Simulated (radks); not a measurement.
Results of a calculation; reference values are marked as such.
Problem. All-electron atom: Ta31+ in [Kr] 4d6. Level of theory: Dirac Kohn-Sham, exchange-only PBE, spin-unpolarised, spherical densities, finite nucleus; open shells fill j = l - 1/2 first; Fermi nuclear charge, rms radius 5.3507 fm (a radial shooting solver on a logarithmic mesh with Libxc functionals). Some entries of the table are withheld. Estimate them.

| orbital | occ. | eigenvalue (eV) | r(max) (bohr) | <1/r> (bohr^-1) |
|---|---|---|---|---|
| 1s1/2 | 2 | (1) | 0.01168 | 85.39 |
| 2s1/2 | 2 | -12722.70 | 0.06706 | 20.74 |
| 2p1/2 | 2 | -12212.19 | (2) | (3) |
| 2p3/2 | 4 | -10942.59 | (4) | (5) |
| 3s1/2 | 2 | -3806.072 | 0.1885 | 7.661 |
| 3p1/2 | 2 | (6) | 0.1766 | 7.575 |
| 3p3/2 | 4 | (7) | 0.1902 | 6.751 |
| 3d3/2 | 4 | (8) | 0.1492 | 6.633 |
| 3d5/2 | 6 | (9) | 0.1530 | 6.438 |
| 4s1/2 | 2 | -1584.247 | 0.4123 | 3.508 |
| 4p1/2 | 2 | -1488.887 | 0.4094 | 3.429 |
| 4p3/2 | 4 | -1408.919 | 0.4330 | 3.157 |
| 4d3/2 | 4 | -1252.812 | 0.4197 | 3.025 |
| 4d5/2 | 2 | -1236.082 | 0.4264 | 2.962 |
| 5s1/2 | 0 | -856.3591 | (10) | 1.923 |
| 5p1/2 | 0 | -813.0989 | 0.7809 | 1.877 |
| 5p3/2 | 0 | -781.9419 | 0.8150 | 1.768 |

Solution. 
(1) 1s1/2 eigenvalue (eV): -68423.18
(2) 2p1/2 r(max) (bohr): 0.04993
(3) 2p1/2 <1/r> (bohr^-1): 20.71
(4) 2p3/2 r(max) (bohr): 0.05667
(5) 2p3/2 <1/r> (bohr^-1): 17.50
(6) 3p1/2 eigenvalue (eV): -3581.093
(7) 3p3/2 eigenvalue (eV): -3303.839
(8) 3d3/2 eigenvalue (eV): -2926.240
(9) 3d5/2 eigenvalue (eV): -2865.779
(10) 5s1/2 r(max) (bohr): 0.7696
